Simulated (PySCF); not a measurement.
Compound: C5H7F3GeO.
Z-matrix (Å and degrees, PBE0-D3(BJ)/def2-SVP geometry), rows numbered from 1:
```
F 
C   1  1.3193
F   2  1.3332  1  108.29
F   2  1.3319  1  108.47  3   116.18
O   2  1.3447  1  107.43  3  -121.95
C   5  1.3825  2  122.25  1  -178.83
C   6  1.3423  5  126.23  2    -2.68
C   7  1.5014  6  119.19  5  -179.99
Ge  8  1.9726  7  103.14  6     0.73
C   6  1.4948  5  111.61  2   177.44
H   7  1.0923  6  121.45  5     0.01
H   8  1.1026  7  111.73  6  -119.61
H   8  1.1024  7  111.68  6   121.21
H   9  1.5383  8  113.72  7   115.85
H   9  1.5382  8  113.82  7  -117.67
H  10  1.1019  6  110.73  5   -60.03
H  10  1.1017  6  110.75  5    58.49
```

Method used: TDDFT wB97X-D/def2-SVPD, vertical, gas phase, core orbitals frozen in the response (PySCF). Relativistic effects, spin–orbit coupling among them, are left out although an element past zinc is present.

Kohn–Sham orbitals with the atoms that hold most of them (Löwdin shares over 4%, at most four atoms; ? is withheld):

```csv
orbital,ε (eV),atoms
HOMO-3,-11.33,"Ge9 37%, H15 23%, H14 22%, C10 5%"
HOMO-2,-11.10,"Ge9 28%, C10 23%, H14 10%, H15 10%"
HOMO-1,-10.43,"C8 33%, Ge9 24%, C10 18%, C7 5%"
HOMO,-8.95,?
LUMO,1.83,?
LUMO+1,2.01,"C7 28%, C6 28%, C10 7%, O5 6%"
LUMO+2,2.06,"Ge9 32%, H15 10%, C10 10%, H14 9%"
```

Question: Which atoms hold the HOMO, and with what shares?

Answer: C7 (bonded to 2 C and H) 32%; C6 (bonded to 2 C and O) 27%; O5 (bonded to 2 C) 13%; C8 (bonded to C, Ge and 2 H) 8%. By element: carbon 68% or more, oxygen 13%.

Question: Give the leading atoms of the LUMO.

Answer: Ge9 (bonded to 2 C and 2 H) 47%; H14 (bonded to Ge) 8%; H15 (bonded to Ge) 8%; C8 (bonded to C, Ge and 2 H) 6%. By element: germanium 47%, hydrogen 16% or more, carbon 6% or more.

Question: The HOMO–LUMO gap is 10.77 eV. Where does the response calculation put the lowest singlet, and from which orbitals?

Answer: S1 is at 6.78 eV (f = 0.0035), 4.00 eV below the gap, made of HOMO→LUMO (72%), HOMO→LUMO+3 (21%). 

Question: One configuration dominates each of S1, S2, S4 and S7. Which, and how do the shares of the two leading atoms of either orbital change from the occupied to the empty one?

Answer: 
- S1 (6.78 eV, f 0.0035), HOMO→LUMO (72%): C7 32% → at most 6%, C6 27% → at most 6%, Ge9 at most 9% → 47%, H14 at most 9% → 8%
- S2 (6.84 eV, f 0.184), HOMO→LUMO+1 (90%): C7 32% → 28%, C6 27% → 28%
- S4 (7.61 eV, f 0.0003), HOMO-1→LUMO+1 (94%): C8 33% → at most 7%, Ge9 24% → at most 7%, C7 5% → 28%, C6 at most 6% → 28%
- S7 (8.07 eV, f 0.0087), HOMO-1→LUMO (82%): C8 33% → 6%, Ge9 24% → 47%, H14 at most 6% → 8%

On an Arm Neoverse V1 with one thread, no GPU, shared host, this took 3.5 min of wall time and 1.4 GiB of memory at its peak.

One conformer stands for the species.
